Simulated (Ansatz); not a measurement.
`C[O][Cd][Cl]` + CH₃SH → `C[S][Cd][Cl]` + CH₃OH at 298.15 K and 1 bar (ligand exchange at a Cd–O bond).

Gas-phase electronic energies from Ansatz, PBE0-D4/def2-TZVP geometries. CBS: MP2 limit from def2 TZ/QZ plus the TZ coupled-cluster correction, frozen cores. This one scheme is used for every species. Elements past krypton have def2 core potentials. For Cd outer-core shells are correlated without core-valence functions, which leaves a few kJ/mol of doubt a bond. Each species was taken in one conformer, which may not be the lowest.

| species | CCSD(T)/CBS energy (Eh) | H − E (kJ/mol) | S (J/(mol·K)) |
| --- | --- | --- | --- |
| `C[O][Cd][Cl]` | -742.55216 | 128.9 | 341.7 |
| CH₃SH | -438.22835 | 133.0 | 253.2 |
| `C[S][Cd][Cl]` | -1065.19669 | 124.6 | 357.4 |
| CH₃OH | -115.61712 | 146.3 | 238.2 |

H − E and S are ideal-gas, rigid-rotor, harmonic terms from PBE0-D4/def2-TZVP, for one conformer and one mirror image of each species. 1 Eh = 2625.50 kJ/mol, R = 8.31446 J/(mol·K).

Q: By hand: ΔE, ΔH, ΔS and ΔG.

A: ΔE = (-1065.19669) + (-115.61712) − (-742.55216) − (-438.22835) = -0.03330 Eh = -87.4 kJ/mol. Δ(H − E) = 124.6 + 146.3 − 128.9 − 133.0 = 9.0, so ΔH = -78.4 kJ/mol. ΔS = 357.4 + 238.2 − 341.7 − 253.2 = 0.7 J/(mol·K). ΔG = -78.4 − 298.15 × (0.7)/1000 = -78.6 kJ/mol.

Q: By hand: the equilibrium constant, and the temperature at which ΔG would vanish if ΔH and ΔS stayed fixed.

A: log₁₀ K = −ΔG/(RT ln 10) = 13.8. ΔH and −TΔS have one sign here, so there is no such temperature. One of them is within its doubt of zero, so this could turn.

The number of gas molecules stays the same, so ΔS is small and ΔH decides. A doubt of 5 kJ/mol in ΔE shifts log₁₀ K by 0.9 here. Other conformers and mirror images would add mixing entropy, several J/(mol·K) or more a flexible species. These are equilibria of isolated gas molecules and say nothing of rates. Largest T1 diagnostic: 0.016 (customary marks: 0.02 for closed shells, 0.045 for open ones).
